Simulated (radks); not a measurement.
Neutral titanium inside a hard spherical wall (all orbitals vanish at R), configuration held at [Ar] 3d2 4s2 and not refilled when levels cross. All-electron calculation, scalar-relativistic Kohn-Sham, PBE, spin-polarised, spherical densities, point nucleus; open shells are filled with parallel spins first. Program: a radial shooting solver on a logarithmic mesh with Libxc functionals. Eigenvalues in eV for spin up, with the zero of energy where the potential of the charges vanishes at infinity; a dash marks a level that is unbound or too diffuse for the functional's potential to be trusted. A positive occupied level is held by the wall or, in an anion where self-interaction has pushed it up, behind a barrier. The pressure on the wall is -dE/dV.

\begin{tabular}{lrrrrrrrrr}
R (bohr) & E (hartree) & kinetic (hartree) & e(3s) & e(3p) & e(3d) & e(4s) & e(4p, empty) & e(5s, empty) & pressure (GPa) \\ \hline
free & -853.59185 & 860.781 & -63.249 & -39.480 & -4.819 & -4.669 & -1.563 & - & 0 \\
20 & -853.59185 & 860.781 & -63.249 & -39.480 & -4.819 & -4.669 & -1.563 & - & < 0.0001 \\
15 & -853.59185 & 860.781 & -63.248 & -39.479 & -4.819 & -4.668 & -1.559 & 0.273 & < 0.0001 \\
12 & -853.59174 & 860.783 & -63.236 & -39.467 & -4.807 & -4.659 & -1.525 & 0.852 & 0.00203 \\
7 & -853.56910 & 860.920 & -62.383 & -38.619 & -4.018 & -3.924 & -0.221 & 7.776 & 1.12 \\
2.5 & -849.16312 & 874.913 & -38.634 & -14.945 & 22.134 & 54.369 & 67.856 & 189.50 & 2790 \\
2 & -842.47883 & 894.510 & -18.986 & 6.056 & 46.193 & 123.10 & 138.91 & 350.00 & 13100 \\
\end{tabular}
